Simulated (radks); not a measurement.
Results of a calculation; reference values are marked as such.
Q: Spherical quantum dot in the effective-mass picture: electrons in a parabolic well V = omega^2 r^2 / 2 with omega = 0.223, with a point charge +2 (a donor) at the centre, all in effective atomic units (hartree* = m*/eps^2 hartree, bohr* = eps/m* bohr), one dielectric constant everywhere. Level of theory: non-relativistic Kohn-Sham, LDA (Slater exchange, Perdew-Wang correlation), spin-polarised, spherical densities (a radial shooting solver with Libxc functionals). Levels are named by radial order and angular momentum (1s, 1p, 1d, 2s, ...), and open shells are averaged over m. Results are scaled to m* = 0.624 and eps = 6.3, for which hartree* = 427.8 meV and bohr* = 0.5343 nm. At N = 7 the configuration is 1s2 1p(up 3, down 0) 2s2. Does electron 8 go into 1d down or 1p down or 1d up?

A: Into 1p down. The total energies of the other choices lie higher by 47.5 meV (1d up), 62.2 meV (1d down).
